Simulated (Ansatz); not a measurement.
Consider the redistribution: `O=[CH][GeH3]` + `C[SiH2]BCl` → `O=[CH][GeH2][Cl]` + `B[SiH2]C`.

Gas-phase electronic energies from Ansatz, PBE0-D4/def2-TZVP geometries. CBS: MP2 limit from def2 TZ/QZ plus the TZ coupled-cluster correction, frozen cores. DFT in def2-TZVPP. B3LYP here is the variant with VWN-RPA as its local correlation; programs differ in this. HSE06 is defined as in plane-wave codes. For Ge outer-core shells are correlated without core-valence functions, which leaves a few kJ/mol of doubt a bond. Scalar relativity is left out up to krypton. Each species was taken in one conformer, which may not be the lowest.

`O=[CH][GeH3]`:

```xyz
7

O     1.726    0.616    1.033
C     0.641    0.107    0.999
Ge   -0.430   -0.068   -0.689
H     0.185   -0.296    1.934
H    -1.772    0.657   -0.492
H     0.361    0.543   -1.850
H    -0.711   -1.559   -0.935
```

`C[SiH2]BCl`:

```xyz
10

C    -1.127   -0.378    0.892
Si    0.654   -0.132    0.369
B     0.853    0.611   -1.495
Cl   -0.550    0.965   -2.468
H    -1.634   -1.071    0.217
H    -1.188   -0.780    1.905
H    -1.670    0.570    0.867
H     1.401   -1.424    0.421
H     1.353    0.802    1.302
H     1.906    0.838   -2.011
```

`O=[CH][GeH2][Cl]`:

```xyz
7

O    -0.653   -0.901   -1.855
C    -0.116   -0.943   -0.786
Ge   -0.009    0.687    0.381
Cl    1.037    0.078    2.165
H     0.341   -1.883   -0.402
H     0.807    1.796   -0.294
H    -1.407    1.166    0.790
```

`B[SiH2]C`:

Cartesian coordinates in Å:
```
B 1.849 0.119 0.100
Si -0.007 -0.646 0.183
C -1.401 0.533 -0.245
H 2.093 1.237 -0.250
H 2.781 -0.568 0.405
H -0.217 -1.200 1.557
H -0.032 -1.817 -0.749
H -1.281 0.921 -1.259
H -2.372 0.036 -0.184
H -1.413 1.384 0.441
```

Q: Is it downhill or uphill in electronic energy at CCSD(T)/CBS, and by how much? (An estimate is asked.)

A: The calculation gave: Uphill: ΔE = +30.8 kJ/mol.

Q: What do these levels give: LDA (SPW92), PBE-D4, B3LYP-D4, r2SCAN0-D4, ωB97M-V, r2SCAN, HSE06, RPA@PBE/def2-TZVPP, MP2/def2-SVP, CCSD/def2-SVP, CCSD/def2-TZVPP, CCSD(T)/def2-TZVPP? (Estimate.)

A: Computed: LDA (SPW92) 48.8, PBE-D4 36.8, B3LYP-D4 28.6, r2SCAN0-D4 30.0, ωB97M-V 29.2, r2SCAN 32.1, HSE06 31.2, RPA@PBE/def2-TZVPP 31.0, MP2/def2-SVP 43.1, CCSD/def2-SVP 41.3, CCSD/def2-TZVPP 27.2, CCSD(T)/def2-TZVPP 30.6 kJ/mol.

Largest T1 diagnostic among the species: 0.014.

Leaving LDA and LC-ωPBE aside and taking each functional with its dispersion term where it has one, the values, not all of them listed here, spread over 13.8 kJ/mol, from BHLYP-D4 to PBE-D4. LDA lies +12.8 kJ/mol from PBE without D4. In def2-TZVPP, CCSD(T) changes the Hartree–Fock value by +20.3 kJ/mol (the triples alone add +3.4 kJ/mol) and MP2 by +19.8 kJ/mol. At CCSD(T), def2-SVP lies +14.1 kJ/mol from the extrapolated value and def2-TZVPP −0.2 kJ/mol.
